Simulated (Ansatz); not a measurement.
Two isomers of CH9NOSi2: A = `C[SiH2][SiH](N)O`, B = `N[SiH2][SiH2]CO`.

Gas-phase electronic energies from Ansatz, PBE0-D4/def2-TZVP geometries. CCSD(T)/CBS is the MP2 limit (def2-TZVPP, def2-QZVPP) plus CCSD(T) − MP2 in def2-TZVPP, frozen cores. DFT in def2-TZVPP. B3LYP here is the variant with VWN-RPA as its local correlation; programs differ in this. One conformer a species, not always the lowest.

Q: Which is lower in electronic energy at CCSD(T)/CBS, and by how much? (An estimate is asked.)

A: The calculation gave: A, by 226.4 kJ/mol.

Q: Give E(B) − E(A) in kJ/mol with HF/def2-TZVPP, ωB97M-V, B2PLYP, B3LYP, PBE-D4, B3LYP-D4, PBE0-D4. (An estimate is asked.)

A: Computed: HF/def2-TZVPP 226.1, ωB97M-V 223.8, B2PLYP 224.6, B3LYP 218.1, PBE-D4 209.1, B3LYP-D4 219.9, PBE0-D4 216.1. None reverses the order clearly.

Largest T1 diagnostic: 0.012.

From PBE to PBE0 (25 % exact exchange), in def2-TZVPP and without D4, E(B) − E(A) moves by +7.2 kJ/mol.
